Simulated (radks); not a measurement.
The numbers below are computed, except where a source is named.
Question: All-electron atom: Nd in [Xe] 4f4 6s2 (the NIST ground configuration). Code: a radial shooting solver on a logarithmic mesh with Libxc functionals. Model: Dirac Kohn-Sham, PBE, spin-unpolarised, spherical densities, point nucleus; open shells fill j = l - 1/2 first.

Spin-orbit splittings of the eigenvalues, e(l+1/2) - e(l-1/2), with zeta = 2 splitting/(2l+1) and mean radii in bohr:

shell  occ.  splitting (eV)  zeta (eV)  <r> j=l-1/2  <r> j=l+1/2
2p        6           520.1      346.7      0.08422      0.09063
3p        6           103.8      69.22       0.2556       0.2681
3d       10           22.44      8.976       0.2394       0.2433
4p        6           22.50      15.00       0.6238       0.6520
4d       10           3.974      1.590       0.7015       0.7116
4f        4          0.3999     0.1143        1.124        1.151
5p        6               ?          ?        1.668        1.760

Estimate the 5p splitting.

Answer: 3.014 eV (zeta = 2.009 eV).
